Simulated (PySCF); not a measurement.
HI2InO, SMILES [OH][In]([I])[I].

Geometry: PBE-D3(BJ)/def2-SVP. The structure was generated by enumeration; whether it is a known compound was not checked. The def2 effective core potentials stand for the cores of I, In; spin–orbit coupling is left out. One conformer was computed; it need not be the lowest.

These are M06-2X/def2-TZVP (PySCF) values and carry that method's errors.

Symmetry labels are those of the subgroup Cs that the program uses (full group Cs).

Computed valence orbital energies around the gap with their symmetry:
```csv
orbital,symmetry,energy (eV)
HOMO−7,A',-12.76
HOMO−6,A",-10.90
HOMO−5,A',-10.88
HOMO−4,A',-10.12
HOMO−3,A",-9.44
HOMO−2,A',-9.26
HOMO−1,A",-9.17
HOMO,A',-9.07
LUMO,A',-2.20
LUMO+1,A",-1.33
LUMO+2,A',0.46
LUMO+3,A',1.04
```
